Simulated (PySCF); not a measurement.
CaCl, SMILES [Ca+][Cl], charge +1.

Geometry optimised at PBE-D3(BJ)/def2-TZVPD. The multiplicity is an assumed one; other spin states were not compared.

Two levels are set side by side: PBE/def2-TZVPD (PySCF) and ωB97X/def2-TZVPD (PySCF). Same geometry, gas phase. Differences are taken from unrounded values.

```csv
quantity,ωB97X,PBE,PBE minus ωB97X
orbital gap (eV),10.15,3.88,-6.27
highest occupied level (eV),-15.32,-11.84,3.49
lowest empty level (eV),-5.17,-7.96,-2.78
mean polarisability (bohr³),28.0,30.8,2.8
```

PBE's occupied levels lie high since its potential decays too fast outside the molecule; exact exchange lowers them and widens the gap. PBE's more diffuse valence density responds more strongly to a field. Differences between two approximate levels are no errors against the true value.

Rough cost on one machine, each run with all the roots and properties that it gave: ωB97X against PBE within a factor of 2.
